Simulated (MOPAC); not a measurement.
Job for MOPAC: AM1 on C2H5ClO (a complex), monomers drawn apart or pushed together.

```
AM1 1SCF PRECISE CHARGE=0 THREADS=1
C2H5ClO

C      0.97991207 1     0.48506851 1    -0.20187749 1
Cl     1.16564603 1    -1.25024077 1     0.23434280 1
H      0.16697988 1     0.56429505 1    -0.91666942 1
H      0.75548025 1     1.03590559 1     0.70651581 1
H      1.91430297 1     0.82080869 1    -0.64034747 1
C      0.40875547 1    -0.12653756 1     4.13280311 1
O      0.25719458 1     1.05411777 1     3.96516379 1
H     -0.43429773 1    -0.83924891 1     4.08067617 1
H      1.39851272 1    -0.56493686 1     4.35551323 1
```

It printed:

```
*******************************************************************************
 **                                                                           **
 **                              MOPAC v23.2.5                                **
 **                                                                           **
 *******************************************************************************
 ** MOPAC's Digital Object Identifier: https://doi.org/10.5281/zenodo.6511958 **
 **                                                                           **
 ** Please cite the open-source release paper for use of this MOPAC version:  **
 ** J. E. Moussa and J. J. P. Stewart (2026)                                  **
 ** MOPAC: An open-source semiempirical molecular orbital program             **
 ** J. Open Source Softw., 11(119), 8025, https://doi.org/10.21105/joss.08025 **
 *******************************************************************************

                              AM1 CALCULATION RESULTS

 *******************************************************************************
 *  AM1        - The AM1 Hamiltonian to be used
 *
 *
 *
 *                 CHARGE ON SYSTEM = 0
 *
 *
 *
 *  PRECISE    - TIGHTER CRITERIA TO BE USED
 *  1SCF       - DO 1 SCF AND THEN STOP
 *  THREADS=1  - MULTI-THREADING NOT USED
 *  T=         - A TIME OF 172800.0 SECONDS REQUESTED
 *  DUMP=N     - RESTART FILE WRITTEN EVERY 7200.0 SECONDS REQUESTED
 *******************************************************************************
AM1 1SCF PRECISE CHARGE=0 THREADS=1
 C2H5ClO

   ATOM   CHEMICAL          X               Y               Z
  NUMBER   SYMBOL      (ANGSTROMS)     (ANGSTROMS)     (ANGSTROMS)

     1       C          0.97991207  *   0.48506851  *  -0.20187749  *
     2      Cl          1.16564603  *  -1.25024077  *   0.23434280  *
     3       H          0.16697988  *   0.56429505  *  -0.91666942  *
     4       H          0.75548025  *   1.03590559  *   0.70651581  *
     5       H          1.91430297  *   0.82080869  *  -0.64034747  *
     6       C          0.40875547  *  -0.12653756  *   4.13280311  *
     7       O          0.25719458  *   1.05411777  *   3.96516379  *
     8       H         -0.43429773  *  -0.83924891  *   4.08067617  *
     9       H          1.39851272  *  -0.56493686  *   4.35551323  *



          CARTESIAN COORDINATES

    NO.       ATOM           X           Y           Z

     1         C          0.9799      0.4851     -0.2019
     2        Cl          1.1656     -1.2502      0.2343
     3         H          0.1670      0.5643     -0.9167
     4         H          0.7555      1.0359      0.7065
     5         H          1.9143      0.8208     -0.6403
     6         C          0.4088     -0.1265      4.1328
     7         O          0.2572      1.0541      3.9652
     8         H         -0.4343     -0.8392      4.0807
     9         H          1.3985     -0.5649      4.3555

  H: (AM1): M.J.S. DEWAR ET AL, J. AM. CHEM. SOC. 107 3902-3909 (1985)
  C: (AM1): M.J.S. DEWAR ET AL, J. AM. CHEM. SOC. 107 3902-3909 (1985)
  O: (AM1): M.J.S. DEWAR ET AL, J. AM. CHEM. SOC. 107 3902-3909 (1985)
 Cl: (AM1): M.J.S. DEWAR AND E. G. ZOEBISCH, THEOCHEM, 180, 1 (1988).

           Empirical Formula: C2 H5 O Cl  =     9 atoms



      MOLECULAR POINT GROUP   :   Cs


      RHF CALCULATION, NO. OF DOUBLY OCCUPIED LEVELS = 13


 -------------------------------------------------------------------------------
 AM1 1SCF PRECISE CHARGE=0 THREADS=1
 C2H5ClO



     1SCF WAS SPECIFIED, SO BFGS WAS NOT USED
     SCF FIELD WAS ACHIEVED


                              AM1 CALCULATION
                                                       MOPAC v23.2.5 Linux




          FINAL HEAT OF FORMATION =        -48.56085 KCAL/MOL =    -203.17861 KJ/MOL


          COSMO AREA              =        128.63 SQUARE ANGSTROMS
          COSMO VOLUME            =        109.27 CUBIC ANGSTROMS

          IONIZATION POTENTIAL    =         10.702794 EV
          HOMO LUMO ENERGIES (EV) =        -10.703  0.977
          NO. OF FILLED LEVELS    =         13
          MOLECULAR WEIGHT        =         80.5139         POINT GROUP:  Cs

          MOLECULAR DIMENSIONS (Angstroms)

            Atom       Atom       Distance
            H     9    H     3     5.53062
            H     8    H     5     3.45377
            O     7   Cl     2     3.27517


          SCF CALCULATIONS        =          1





   ATOM   CHEMICAL          X               Y               Z
  NUMBER   SYMBOL      (ANGSTROMS)     (ANGSTROMS)     (ANGSTROMS)

     1       C          0.97991207  *   0.48506851  *  -0.20187749  *
     2      Cl          1.16564603  *  -1.25024077  *   0.23434280  *
     3       H          0.16697988  *   0.56429505  *  -0.91666942  *
     4       H          0.75548025  *   1.03590559  *   0.70651581  *
     5       H          1.91430297  *   0.82080869  *  -0.64034747  *
     6       C          0.40875547  *  -0.12653756  *   4.13280311  *
     7       O          0.25719458  *   1.05411777  *   3.96516379  *
     8       H         -0.43429773  *  -0.83924891  *   4.08067617  *
     9       H          1.39851272  *  -0.56493686  *   4.35551323  *

                             CARTESIAN COORDINATES

   1    C        0.979912070     0.485068510    -0.201877490
   2   Cl        1.165646030    -1.250240770     0.234342800
   3    H        0.166979880     0.564295050    -0.916669420
   4    H        0.755480250     1.035905590     0.706515810
   5    H        1.914302970     0.820808690    -0.640347470
   6    C        0.408755470    -0.126537560     4.132803110
   7    O        0.257194580     1.054117770     3.965163790
   8    H       -0.434297730    -0.839248910     4.080676170
   9    H        1.398512720    -0.564936860     4.355513230


           Empirical Formula: C2 H5 O Cl  =     9 atoms



      MOLECULAR POINT GROUP   :   Cs


                  EIGENVALUES
 -39.68723 -37.00095 -29.13718 -24.99980 -17.36295 -16.26564 -15.14961 -15.13835
 -14.83372 -14.68583 -11.49901 -11.49295 -10.70279   0.97726   1.27249   3.30249
   3.94695   3.97336   4.11907   4.33010   6.17709


              NET ATOMIC CHARGES AND DIPOLE CONTRIBUTIONS

  ATOM NO.   TYPE          CHARGE      No. of ELECS.   s-Pop       p-Pop
    1          C          -0.151822        4.1518     1.24206     2.90976
    2         Cl          -0.149723        7.1497     1.98709     5.16263
    3          H           0.098624        0.9014     0.90138
    4          H           0.104310        0.8957     0.89569
    5          H           0.098603        0.9014     0.90140
    6          C           0.152841        3.8472     1.27251     2.57465
    7          O          -0.277539        6.2775     1.90246     4.37508
    8          H           0.062363        0.9376     0.93764
    9          H           0.062344        0.9377     0.93766
 DIPOLE           X         Y         Z       TOTAL
 POINT-CHG.     0.057    -0.198    -0.130     0.244
 HYBRID         0.039    -0.285     0.028     0.289
 SUM            0.096    -0.484    -0.102     0.503


          ATOMIC ORBITAL ELECTRON POPULATIONS

     Atom    s        px        py        pz
    1  C   1.24206   1.04042   0.83621   1.03313
    2 Cl   1.98709   1.98528   1.23132   1.94604
    3  H   0.90138
    4  H   0.89569
    5  H   0.90140
    6  C   1.27251   0.96046   0.90435   0.70984
    7  O   1.90246   1.87625   1.18780   1.31103
    8  H   0.93764
    9  H   0.93766

 **********************
 *                    *
 * JOB ENDED NORMALLY *
 *                    *
 **********************




 == MOPAC DONE ==
```

The run finished.

Cost: about 0.06 core-seconds (a rough figure).
